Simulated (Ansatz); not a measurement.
Calculated with Ansatz (gas phase, PBE0-D4/def2-TZVP geometries, no zero-point term in ΔE). CCSD(T)/CBS is the MP2 limit (def2-TZVPP, def2-QZVPP) plus CCSD(T) − MP2 in def2-TZVPP, frozen cores. This one scheme is used for every species. For Ga outer-core shells are correlated without core-valence functions, which leaves a few kJ/mol of doubt a bond. Scalar relativity is left out up to krypton. Each species was taken in one conformer, which may not be the lowest.

`[F][Ga]([SH])[Cl]` + H₂O → `[OH][Ga]([F])[SH]` + HCl  (formal hydrolysis of a Ga–Cl bond)

`[F][Ga]([SH])[Cl]`:

Cartesian coordinates in Å:
```
F 1.018 0.252 -1.524
Ga 0.089 0.507 -0.071
S -0.736 -1.209 0.968
Cl -0.156 2.508 0.564
H -0.215 -2.058 0.063
```

H₂O:

Z-matrix (Å, degrees):
```
O
H 1 0.960
H 1 0.960 2 105.1
```

`[OH][Ga]([F])[SH]`:

```xyz
6

O    -0.884   -1.118    0.472
Ga   -0.174    0.390   -0.125
F    -1.281    1.692   -0.499
S     1.957    0.682   -0.404
H    -1.842   -1.080    0.537
H     2.225   -0.566    0.020
```

HCl:

```xyz
2

Cl    0.407   -0.013   -0.493
H    -0.407    0.013    0.493
```

```csv
species,MP2/def2-QZVPP energy (Eh)
`[F][Ga]([SH])[Cl]`,-2881.72724
H₂O,-76.34932
`[OH][Ga]([F])[SH]`,-2497.71948
HCl,-460.33593
```

**Question.** Work out ΔE.

**Answer.** ΔE = (-2497.71948) + (-460.33593) − (-2881.72724) − (-76.34932) = 0.02115 Eh = +55.5 kJ/mol. CCSD(T)/CBS gives +56.5 kJ/mol.

Largest T1 diagnostic among the species: 0.014.

From PBE to PBE0 (25 % exact exchange), in def2-TZVPP and without D4, ΔE moves by +5.0 kJ/mol. In def2-TZVPP, CCSD(T) changes the Hartree–Fock value by −11.5 kJ/mol (the triples alone add −0.7 kJ/mol) and MP2 by −10.3 kJ/mol.
